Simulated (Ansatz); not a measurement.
C2H6AlBr (`[CH3][Al]([CH3])[Br]`) at its PBE0-D4/def2-TZVP geometry, where that method's forces vanish. The species carries charge 0 and has multiplicity 1.

```xyz
10

C    -1.2315   -1.2331   -0.0793
Al    0.3684   -0.2514    0.4222
C     0.8842    1.4703   -0.3158
Br    1.7365   -1.1854    1.9820
H    -1.2362   -1.4407   -1.1545
H    -2.1287   -0.6402    0.1274
H    -1.3231   -2.1829    0.4505
H     0.0900    2.2093   -0.1669
H     1.8003    1.8599    0.1315
H     1.0402    1.3942   -1.3971
```

(1) What forces (eV/Å) does r2SCAN-D4/def2-TZVPP give on these atoms in Ansatz 0.2.0? (Estimate.)

## Answers

(1) The calculation gave: 
```
C1   0.044  0.020  0.017
Al2 -0.005  0.004 -0.006
C3  -0.009 -0.044  0.025
Br4  0.016 -0.011  0.018
H5  -0.026 -0.003  0.018
H6  -0.001 -0.026 -0.018
H7  -0.019  0.016 -0.024
H8   0.024  0.005 -0.021
H9  -0.022  0.011 -0.025
H10 -0.002  0.028  0.015
```
